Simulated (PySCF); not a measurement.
Si(Me)(Cl)3 cation (CH₃Cl₃Si), SMILES [Si](Cl)(C)(Cl)Cl (connectivity only; charge and spin as stated), charge +1, multiplicity 2. Atoms are numbered in the order given.

```xyz
8

C      0.0000     0.0000     2.1364
Si     0.0000     0.0000     0.0080
Cl     1.7081     0.9862    -0.3912
Cl     0.0000    -1.9723    -0.3912
Cl    -1.7081     0.9862    -0.3912
H      0.0000     1.0789     2.3401
H     -0.9343    -0.5394     2.3401
H      0.9343    -0.5394     2.3401
```
Charge +1, spin multiplicity 2.

Geometry: B3LYP-D3(BJ)/def2-SVP. The spin state was assumed, not searched. The isomer is the one that the SMILES or the coordinates give; other isomers of the formula were not compared.

Method: PySCF with PBE0/pcH-1.

Unrestricted Kohn–Sham, ⟨S²⟩ = 0.755. Hyperfine tensors hold the contact and dipolar terms, without spin-orbit corrections.

Estimate the hyperfine couplings. (Estimate from the structure and the level; the computed values follow.)


| nucleus | A(iso) (MHz) | A(iso) (G) | dipolar principal values (MHz) |
|---|---|---|---|
| 13C no. 1 | 38.9 | 13.9 | -49.4, -49.4, 98.7 |
| 29Si no. 2 | 5.7 | 2.0 | -34.4, 17.2, 17.2 |
| 35Cl no. 3 | -0.6 | -0.2 | -24.3, -23.0, 47.3 |
| 35Cl no. 4 | -0.6 | -0.2 | -24.3, -23.0, 47.3 |
| 35Cl no. 5 | -0.6 | -0.2 | -24.3, -23.0, 47.3 |
| 1H no. 6 | -6.9 | -2.5 | -23.2, -3.3, 26.6 |
| 1H no. 7 | -6.9 | -2.5 | -23.2, -3.3, 26.6 |
| 1H no. 8 | -6.9 | -2.5 | -23.2, -3.3, 26.6 |
